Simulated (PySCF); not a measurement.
Match each property card to its molecule.

Structures:
1. `[C@@]1(F)(C(F)F)[SiH2][C@H]1N[SiH3]`
2. `N#CC[SiH2][Si@@]1([SiH3])[SiH2]CS1`
3. `[CH2]C#CCC(F)(F)F` [radical]
4. `Cl[Si@@H](OCC=O)OC`

Card P (geometry GFN2-xTB):
- Rotational constants A, B, C: 2.338, 0.698, 0.569 GHz
- Static isotropic polarisability (B3LYP/def2-SVPD): 84.0 au
- Lowest triplet excitation (Tamm–Dancoff) (TDA B3LYP/def2-SVPD): 3.66 eV
- Dipole moment (B3LYP/def2-SVPD): 3.45 D
- Lowest singlet excitation (TDDFT B3LYP/def2-SVPD): 4.25 eV (292 nm, f = 0.000)

Card Q (geometry GFN2-xTB):
* Rotational constants A, B, C: 1.384, 0.828, 0.697 GHz
* 13C chemical shifts (computed TMS as zero) by class (GIAO PBE0/pcSseg-1): 125.6 (1 C), 86.1 (1 C), 46.7 (1 C) ppm
* Dipole moment (PBE0/pcSseg-1): 1.87 D
* Isotropic shieldings of nuclei other than C and H, by class (GIAO PBE0/pcSseg-1): 252 (1 N), 306 (1 F), 312 (1 F), 399 (1 F), 407 (1 Si), 470 (1 Si) ppm
* HOMO energy (PBE0/pcSseg-1): -6.22 eV
* Point group: C1

Card R (geometry GFN2-xTB):
* Rotational constants A, B, C: 4.858, 1.045, 1.020 GHz
* Largest isotropic hyperfine couplings (means over sets of like nuclei) (unrestricted B3LYP/pcH-1): 13C -66.0, 13C +63.3, 1H -52.8, 1H -52.8, 13C +47.9 MHz
* Isotropic g value (unrestricted B3LYP/pcH-1, mean-field spin–orbit): 2.00280

Card S (geometry GFN2-xTB):
- Rotational constants A, B, C: 0.914, 0.526, 0.501 GHz
- Dipole moment (PBE0/pcSseg-1): 1.81 D
- HOMO energy (PBE0/pcSseg-1): -6.62 eV
- 13C chemical shifts (computed TMS as zero) by class (GIAO PBE0/pcSseg-1): 126.4 (1 C), 18.1 (1 C), -4.0 (1 C) ppm
- Point group: C1

All species are isolated and taken at one optimised geometry, non-relativistic unless stated. Electronic properties by PySCF. Hyperfine couplings of like nuclei are means over topologically equivalent atoms, whose single values can differ widely in one geometry; on GFN2-xTB geometries they can lie far from the values at a DFT minimum. NMR classes are plain means over equivalent atoms (diastereotopic ones count apart unless rotation or inversion swaps them), as if these changed places fast.

Question: Which card belongs to which structure?

Answer: P = 4, Q = 1, R = 3, S = 2. What ties each card to its structure:
- 1 (card Q), C3H8F3NSi2, monoisotopic mass 171.0 u, 9 heavy atoms: 3 C in 3 classes; the least shielded carbon (125.6 ppm) is a CHF2 carbon; an asymmetric top with C = 0.697 GHz; dipole 1.87 D.
- 2 (card S), C3H11NSSi4, monoisotopic mass 205.0 u, 9 heavy atoms: 3 C in 3 classes; the least shielded carbon (126.4 ppm) is a nitrile carbon; an asymmetric top with C = 0.501 GHz, the lowest such constant on the cards; dipole 1.81 D.
- 3 (card R), C5H4F3, monoisotopic mass 121.0 u, 8 heavy atoms: a nearly prolate symmetric top with C = 1.020 GHz, the highest such constant on the cards; an open shell with its largest isotropic coupling to 13C.
- 4 (card P), C3H7ClO3Si, monoisotopic mass 154.0 u, 8 heavy atoms: an asymmetric top with C = 0.569 GHz; polarisability 84.0 au for 80 electrons; dipole 3.45 D.
